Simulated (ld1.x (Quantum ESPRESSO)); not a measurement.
## Building the PAW potential for tungsten (W) (PW91, scalar-relativistic).

ld1.x (Quantum ESPRESSO) 7.5 input, shortened:

```
&input
   title='W', zed=74., rel=1, dft='PW91', iswitch=3,
   config='[Xe] 4f14 5d4 6s0 6p0'
 /
 &inputp
   pseudotype=3, lpaw=.true., tm=.true., lloc=-2, rcloc=0.95,
   nlcc=.true., rcore=0.84,
   which_augfun='BESSEL', rmatch_augfun=0.60
 /
8
5S  1  0   2.00   0.00  1.35  1.85  0.0
6S  2  0   0.00   0.00  1.35  1.85  0.0
5P  2  1   6.00   0.00  1.85  2.25  0.0
6P  3  1   0.00   0.00  1.85  2.25  0.0
5D  3  2   4.00   0.00  1.65  1.95  0.0
5D  3  2   0.00  -0.20  1.65  1.95  0.0
4F  4  3  14.00   0.00  0.65  0.80  0.0
4F  4  3   0.00  -2.75  0.65  0.80  0.0
 &test
   configts(1)='4f14 5s2 5p6 5d4 6s0 6p0'
 /
```

Calculated quality:

* Ghost test: ghost state, extra bound levels that the all-electron valence spectrum of the same l lacks: s at -42.9 eV (p not tested); a true bound ghost makes a file unfit for plane-wave use (spherical-Bessel basis up to 400 Ry, 20 bohr box)
* Configuration tests: test run stopped at test 1 of 7 (negative rho)
* Lowest eigenvalue of the overlap operator: -0.39 (p channel); it is negative, so in a basis up to 400 Ry S is not positive definite and the file is unfit for use

Note: ghost state, extra bound levels that the all-electron valence spectrum of the same l lacks: s at -42.9 eV (p not tested). A true bound ghost makes a file unfit for plane-wave use. Its overlap operator is not positive definite in a basis up to 400 Ry (lowest eigenvalue p -0.39), so the file is unfit for use: the generalised eigenproblem breaks down once the basis is large enough, and its test numbers describe a broken file.

Generation and tests took about 1.5 s on one core of a shared server CPU.
